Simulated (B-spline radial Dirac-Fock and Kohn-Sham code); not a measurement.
# Binding energies of Cs¹³⁺ at several levels of theory

System: cesium as Cs¹³⁺, [Kr] 4d6.

The density-functional columns are spherical, spin-unpolarised Dirac-Kohn-Sham results without Breit or QED terms: −ε is minus the orbital energy of the initial state and ΔSCF the difference of two total energies. The reference in the last column comes from Dirac-Fock ΔSCF + Breit + QED. All numbers are from a radial finite-basis atomic code, in eV; a selection of levels is shown. For the 1s level of heavy atoms much of the gap between ΔSCF and the reference is the Breit and QED part, -131.2 eV here; for other levels the error of the functional can be larger.

| level | LDA −ε | LDA ΔSCF | Dirac-Fock |
| --- | --- | --- | --- |
| 1s | 35997.1 | 36384.9 | 36264.7 |
| 2s | 5869.5 | 5946.9 | 6001.3 |
| 2p1/2 | 5540.9 | 5635.5 | 5641.1 |
| 2p3/2 | 5188.9 | 5277.3 | 5293.1 |
| 3s | 1422.7 | 1453.6 | 1491.5 |
| 3p1/2 | 1285.3 | 1317.1 | 1341.4 |
| 3p3/2 | 1217.4 | 1248.2 | 1272.8 |
| 3d3/2 | 975.5 | 1009.5 | 1011.8 |
| 3d5/2 | 961.1 | 994.6 | 997.8 |
| 4s | 459.6 | 475.6 | 487.9 |
| 4p1/2 | 408.8 | 424.4 | 429.2 |
| 4p3/2 | 393.3 | 408.6 | 413.8 |
| 4d | 307.1 | 321.6 | 320.1 |

Values without a named source are computed, but for edge energies of neutral atoms, which are taken from tables.
